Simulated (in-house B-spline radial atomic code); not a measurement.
**PBE excitations of the neon ion Ne⁶⁺**

Method: PBE. Computed with a B-spline radial code for spherical atoms: linear response of the closed shell [He] 2s2 with the functional's adiabatic kernel; scalar-relativistic (spin-free one-electron X2C), finite nucleus, no spin-orbit coupling, no double excitations, S, P, D and F terms only.

Command:
```bash
python run_td.py task.json out
```
Settings (radii: box in bohr, nucleus in fm):
```
Z                        10
electrons                4
configuration            [He] 2s2
hamiltonian              x2c
method                   pbe,pbe
box_radius               14.35
rms_radius               3.0055
intervals                72
```

Run time, properties included: 0.2 s on 1 thread of Arm Neoverse N1 (shared host).

The lowest states, in the order of their Tamm-Dancoff energies; the method's threshold (minus the highest occupied level) is 192.45 eV. Labels give the largest channel, * marks a mixed state, and oscillator strengths are full-response dipole values. Semilocal kernels can invert the small singlet-triplet splittings of Rydberg terms. Energies in eV:

```csv
state,full response,Tamm-Dancoff,oscillator strength
2s → 2p 3P,10.977,12.471,-
2s → 2p 1P,24.869,26.100,0.377
2s → 3s 3S,118.31,118.32,-
2s → 3s 1S,?,?,-
2s → 3p 3P,123.43,123.45,-
2s → 3p 1P,124.25,124.25,0.489
2s → 3d 3D,126.25,126.32,-
2s → 3d 1D,128.39,128.40,-
2s → 4s 3S,154.79,154.80,-
2s → 4s 1S,?,?,-
```

Problem. Where does 2s → 4s 1S lie?

Solution. At 155.54 eV in full response, 155.55 eV in Tamm-Dancoff.

Problem. Where does 2s → 3s 1S lie?

Solution. At 120.95 eV in full response, 120.99 eV in Tamm-Dancoff.

Problem. How large is the singlet-triplet splitting of 2s → 2p (P terms) in Tamm-Dancoff?

Solution. 13.6 eV, from the unrounded values.

Problem. What polarisabilities and dispersion coefficient does the method give?

Solution. Dipole 0.489 bohr³, quadrupole 0.09622 bohr⁵, C6 0.1861 hartree·bohr⁶ for two such species.
